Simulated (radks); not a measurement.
Question: N+, 6 electrons, occupied as [He] 2s2 2p2 (the NIST ground configuration). All-electron calculation, Dirac Kohn-Sham, Slater X-alpha with alpha = 0.667, spin-unpolarised, spherical densities, finite nucleus; open shells fill j = l - 1/2 first; Fermi nuclear charge, rms radius 2.5582 fm. Program: a radial shooting solver on a logarithmic mesh with Libxc functionals. Some entries of the table are withheld. Estimate them.

orbital  occ.  eigenvalue (eV)  <1/r> (bohr^-1)  <r^2> (bohr^2)
1s1/2       2        -396.3530            6.598         0.07234
2s1/2       2         -30.7772              (1)             (2)
2p1/2       2         -19.3882            1.041           2.104
2p3/2       0         -19.3644            1.039           2.107

Answer: 
(1) 2s1/2 <1/r> (bohr^-1): 1.156
(2) 2s1/2 <r^2> (bohr^2): 1.898
